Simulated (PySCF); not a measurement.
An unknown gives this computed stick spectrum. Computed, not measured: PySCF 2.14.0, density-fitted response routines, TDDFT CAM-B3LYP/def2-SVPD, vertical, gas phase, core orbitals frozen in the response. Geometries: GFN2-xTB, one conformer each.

```tsv
state	E (eV)	f	main configurations (H = HOMO, L = LUMO)
S1	3.74	0.0000	H→L (88%)
S2	4.78	0.0015	H-2→L (82%)
S3	5.28	0.0011	H→L+1 (59%), H-2→L+1 (31%)
S4	5.29	0.135	H-1→L (67%), H-1→L+1 (12%), H-3→L (12%)
S5	5.84	0.104	H-1→L+1 (39%), H-3→L (34%), H-1→L (25%)
S6	6.43	0.0006	H-2→L+1 (60%), H→L+1 (32%)
S7	6.87	0.286	H-3→L (52%), H-1→L+1 (42%)
S8	7.12	0.0014	H→L+4 (74%)
```

Triplets computed (Tamm–Dancoff): 3.25, 3.82, 4.20 eV.

Orbital energies (eV): HOMO-3 -10.05, HOMO-2 -9.64, HOMO-1 -9.17, HOMO -8.71, LUMO -0.88, LUMO+1 0.08, LUMO+2 1.26.

Question: Which structure fits? All have the formula C7H7NO.
A. `C=C/C=C\c1ccon1`
B. `CC(=O)c1ccccn1`
C. `C#C/C=C/C(=O)NC=C`
D. `C#C[C@@H]1C=C[C@@H]1NC=O`

Answer: B. Its S1, at 3.74 eV, is the lowest among the candidates; the nearest of the others has S1 at 4.45 eV. S1 is HOMO→LUMO (88%). Löwdin shares by element: HOMO oxygen 42%, carbon 19% or more, nitrogen 18% (atoms not listed hold the other 22%); LUMO carbon 44% or more, oxygen 16% (atoms not listed hold the other 39%). At the same level the other candidates give, for their lowest levels:
- `C#C[C@@H]1C=C[C@@H]1NC=O`: 5.77 eV (f 0.003); 6.43 eV (f 0.034); 6.54 eV (f 0.024); 6.67 eV (f 0.009); 6.83 eV (f 0.007); T1 4.39 eV; HOMO -8.80, LUMO 0.78 eV
- `C#C/C=C/C(=O)NC=C`: 4.45 eV (f 0.000); 4.73 eV (f 0.662); 5.04 eV (f 0.000); 5.13 eV (f 0.203); 6.16 eV (f 0.004); T1 3.01 eV; HOMO -8.10, LUMO -1.13 eV
- `C=C/C=C\c1ccon1`: 4.78 eV (f 0.570); 5.65 eV (f 0.002); 5.81 eV (f 0.046); 6.47 eV (f 0.299); 6.55 eV (f 0.001); T1 2.68 eV; HOMO -7.81, LUMO -0.64 eV

Conformer computed: `[CH3:1][C:2](=[O:3])[c:4]1[cH:5][cH:6][cH:7][cH:8][n:9]1`: C1–C2–C4–C5 180°.
